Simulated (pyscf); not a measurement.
**`[F][W]([F])([F])([F])([SH])[SH]`, singlet**

Gas-phase minimum from PySCF at ωB97X-D3(BJ)/def2-SVP, one conformer. 

```
W
F 1 1.8462
F 1 1.8463 2 150.32
F 1 1.8789 2 83.49 3 64.26
F 1 1.8789 2 83.56 4 -128.86
S 1 2.3501 2 101.96 4 78.24
H 6 1.3485 1 95.27 2 -81.16
S 1 2.3503 2 101.91 4 152.91
H 8 1.3485 1 95.28 2 80.90
```

Properties at ωB97X-D3(BJ)/def2-SVP:

```yaml
harmonic_wavenumbers_unscaled: 52, 145, 184, 237, 252, 256, 261, 278, 300, 361, 376, 426, 485, 633, 668, 723, 724, 800, 841, 2756, 2757 cm⁻¹
zero_point_energy: 19.3 kcal/mol
rotational_symmetry_number: 2
Entropy of this conformer at 298 K and 1 atm, rigid rotor and harmonic oscillator, modes under 100 cm⁻¹ raised to 100: 398.0 J/(mol K)
dipole_moment: 0.61 D
```

Single-point totals, which compare only within one level:

```csv
level,total energy (hartree)
ωB97X-D3(BJ)/def2-TZVP,-1264.57695
PBE/def2-TZVP,-1263.85255
r²SCAN/def2-TZVP,-1264.34890
B3LYP-D3(BJ)/def2-TZVP,-1264.57713
PBE0-D3(BJ)/def2-TZVP,-1263.83880
M06-2X/def2-TZVP,-1264.18343
ωB97M-D3(BJ)/def2-TZVP,-1264.60172
```

Soft torsions are taken as harmonic, which can shift the entropy by several J/(mol K). Elements past Kr carry the def2 core potentials, without spin-orbit coupling.
